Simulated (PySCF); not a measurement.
The second ionisation energy along group 11

All values are computed (PySCF 2.14, energy differences of UHF-based or UKS calculations, no spin-orbit coupling). Values in eV. The last column holds reference values (NIST; (s) semi-empirical, (t) theoretical, else measured). Unmarked ones compare directly (S terms, centres of terms, or small fine structure); those marked * lie between the lowest fine-structure levels and include a spin-orbit shift.

```tsv
element	configurations	SCS-MP2 (valence and next inner shell)	LDA	PBE	r2SCAN	PW91	SCS-MP2 (valence)	reference
Cu (def2-QZVPPD, non-relativistic)	[Ar] 3d10 → [Ar] 3d9	21.049	21.720	21.093	20.512	21.184	20.548	20.292 *
Ag (def2-QZVPPD with the def2 core potential (28 electrons), ECP)	[Kr] 4d10 → [Kr] 4d9	21.554	22.224	21.778	21.550	21.856	21.631	21.484 *
Au (def2-QZVPPD with the def2 core potential (60 electrons), ECP)	[Xe] 4f14 5d10 → [Xe] 4f14 5d9	20.693	21.393	20.977	20.734	21.055	20.764	20.203 ± 0.025 *
```

"Valence" correlates the outer s and p shells and, in groups 3 to 12 and the f block, the outer d or f shell, open or full, or the next shell where the ion has no valence electron left; the wider scheme adds the next inner shell.
